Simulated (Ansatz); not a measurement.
Input for Ansatz (a first-principles code): R-PBE/def2-TZVPPD on C2H5F (a complex), monomers drawn apart or pushed together. Files ending in .json are basis or fitting sets from the Basis Set Exchange.

Ansatz 0.2 input:
```yaml
crystal:
  periodic: [false, false, false]
  atoms:
    - {symbol: F, position_ang: [-0.04401971, 0.39980914, -0.26978324]}
    - {symbol: H, position_ang: [-0.01821981, 0.28339397, 0.65836339]}
    - {symbol: C, position_ang: [0.43129288, -0.64092107, 3.57172096]}
    - {symbol: C, position_ang: [-0.30186035, 0.45585698, 3.72951794]}
    - {symbol: H, position_ang: [-0.02322326, -1.61858044, 3.46612441]}
    - {symbol: H, position_ang: [1.51376477, -0.60348708, 3.55150255]}
    - {symbol: H, position_ang: [0.15289219, 1.43235704, 3.84442634]}
    - {symbol: H, position_ang: [-1.38407606, 0.41723590, 3.75906500]}
basis:
  gaussian:
    orbitals: def2-TZVPPD.json
hamiltonian:
  xc: {name: PBE}
scf: {lower_state_search: off}
```

The head of its log:

```
WARN ansatz: RAYON_NUM_THREADS=2 ignored (pool sized by the plan → 2); use --threads N
Functional definition: PBE
these checks for a lower state are left out or cut short: stability, starts, cluster_reference, orbital_swaps, neighbouring_geometries, increment
integrals: 0.07 GiB planned
840 factors; their error is unknown
mean field: 0.67 GiB planned
mean field evaluation 1: about -4858.7648 eV, gradient 6.6e1 eV
mean field evaluation 2: about -4841.7314 eV, gradient 1.1e2 eV
```

Predict the final total energy.

-178.9025 hartree.
